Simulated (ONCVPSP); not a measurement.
**Transferability test, ONCV potential for zinc (Zn)**

Zn, optimised norm-conserving Vanderbilt (ONCV), made with ONCVPSP 4.0.1 (LDA (Perdew-Zunger), scalar-relativistic). Core [Ne], reference 3s2 3p6 3d10 4s2. Waves: 3s+4s: rc 1.30 bohr, ncon 3, nbas 7, qcut 9.4 1/bohr, 2 projectors; 3p: rc 0.75 bohr, ncon 3, nbas 7, qcut 12.7 1/bohr, 2 projectors, debl 2 Ha; 3d: rc 1.40 bohr, ncon 4, nbas 9, qcut 10.7 1/bohr, 1 projector. Local part: polynomial inside 0.60 bohr (lpopt 5, dvloc0 4 Ha). Core correction: polynomial model core, fcfact 0.75.

In the p channel the program set the typed energies aside and used -3.060, 0.250 Ha.

Energies are relative to the spin-unpolarised reference configuration 3s2 3p6 3d10 4s2; without spin polarisation the order of configurations can differ from experiment.

| valence configuration | charge | ΔE all-electron (eV) | error AE − PS (meV) |
| --- | --- | --- | --- |
| 3s2 3p6 3d10 4s0 | +2 | 28.959 | +8.1 |
| 3s1 3p6 3d10 4s2 | +1 | 137.469 | -898 |

Task: What are ΔE and the potential's error for 3s2 3p6 3d9 4s0?

Result: ΔE = 69.850 eV all-electron; the error (AE − PS) is -31 meV.

Task: What are ΔE and the potential's error for 3s2 3p6 3d10 4s1?

Result: ΔE = 10.190 eV all-electron; the error (AE − PS) is +1.2 meV.
